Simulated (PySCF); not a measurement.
MgF, SMILES [F][Mg+], charge +1.

Geometry optimised at r2SCAN-D4/def2-TZVPD. The multiplicity is an assumed one; other spin states were not compared.

Computed with PySCF with PBE0/def2-TZVPD.

The molecule is in vacuum.

Computed frontier levels, gap, dipole moment and polarisability:
| Quantity | Result |
|---|---|
| highest occupied level | -15.66 eV |
| lowest empty level | -9.88 eV |
| orbital gap | 5.78 eV |
| dipole moment about the centre of nuclear charge | 9.09 D |
| mean static polarisability | 11.0 bohr³ (1.63 Å³) |
| polarisability, principal values | 9.4, 9.4, 14.3 bohr³ |
